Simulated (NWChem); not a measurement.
GaHClF; SMILES [F][GaH][Cl]

Q: Give the equilibrium geometry at PBE0/def2-SVP (NWChem) as a Z-matrix, with the point group.

A: point group Cs; any orientation.
```
Ga
F 1 1.7453
H 1 1.5443 2 120.91
Cl 1 2.1315 3 125.46 2 -179.87
```
